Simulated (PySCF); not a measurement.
Static response to an electric field

Compound: C6H9P.
Geometry (GFN2-xTB, Å), atoms numbered from 1 in this order:
```
atom  x, y, z in Å
C1    -2.6835   -0.2634   -1.1023
C2    -1.6494   -0.0683   -0.3016
P3    -0.2840   -1.2881   -0.1710
C4     0.4088   -0.6645    1.3993
C5     1.3011    0.3042    1.2544
C6     1.5971    0.7494   -0.1432
C7     1.0217   -0.3060   -1.0923
H8    -3.4821    0.4561   -1.1992
H9    -2.7693   -1.1566   -1.7000
H10   -1.5722    0.8236    0.3103
H11    0.0984   -1.0756    2.3465
H12    1.7998    0.7957    2.0776
H13    2.6717    0.8737   -0.2955
H14    1.1301    1.7250   -0.3132
H15    0.6046    0.1213   -2.0047
H16    1.7994   -1.0174   -1.3822
```

Level: wB97X-D/def2-SVPD (PySCF), static field, nuclei fixed, core orbitals frozen in the response. The polarisability tensor in these axes (au):

```
x   110.10   9.42  11.86
y     9.42  82.58   1.44
z    11.86   1.44  87.12
```

Problem. Give the principal values, the mean and the anisotropy Δα = √{½[(α1 − α2)² + (α2 − α3)² + (α1 − α3)²]}.

Solution. Principal values 78.64, 83.59 and 117.57 au; mean 93.27 au = 13.82 Å³ = 15.38 × 10⁻⁴⁰ C²·m²/J; Δα = 36.71 au (39 % of the mean).

Problem. What is the dipole moment, and where does it point?

Solution. (0.56, 1.61, 0.00) D, 1.70 D in size, pointing from the negative to the positive side. Measured along this direction, the outermost atoms are H9 at the negative end and H14 at the positive end.

Problem. Rayleigh depolarisation ratio (linearly polarised light, static tensor)?

Solution. ρ = 3Δα²/(45ᾱ² + 4Δα²) = 4042.5/(391450 + 5390.0) = 0.0102.

Problem. In TDDFT the mean static polarisability is Σ f/ω² over all singlet excitations (ω in hartree). How much of it do the 8 lowest give? Their energies (eV) and oscillator strengths: 5.15, 0.0706; 5.89, 0.0420; 6.49, 0.0256; 6.81, 0.0710; 6.93, 0.1107; 6.97, 0.0069; 7.12, 0.0931; 7.24, 0.2374.

Solution. They add up to 10.98 au, 11.8 % of the 93.27 au; the largest single term is 3.35 au, from the state at 7.24 eV. Terms in order: 1.97, 0.89, 0.45, 1.13, 1.71, 0.11, 1.36, 3.35 au. Higher excitations give the rest. The strengths listed sum to 0.657.

Problem. Directions of the eigenvectors, and the extent of the frame along each?

Solution. Largest value along (0.90, 0.26, 0.36), where the nuclei span 6.01 Å; middle along (-0.18, -0.53, 0.83), 4.33 Å; least along (-0.40, 0.81, 0.43), 3.57 Å. The response follows the extents in order.

Problem. Give the eigenvalues of the traceless quadrupole moment Θ = ½Σq(3rr − r²1), origin at the centre of nuclear charge.

Solution. -4.29, 0.50, 3.78 D·Å. The values depend on the origin, since the dipole doesn't vanish. The electronic extent ⟨r²⟩ about the same centre is 906 bohr², a root-mean-square distance of 2.06 Å for the 60 electrons.

Geometry: GFN2-xTB, one conformer, isolated molecule.

The run behind these numbers computed excited states as well. Rough CPU time on one thread of a shared machine: about 80 s.
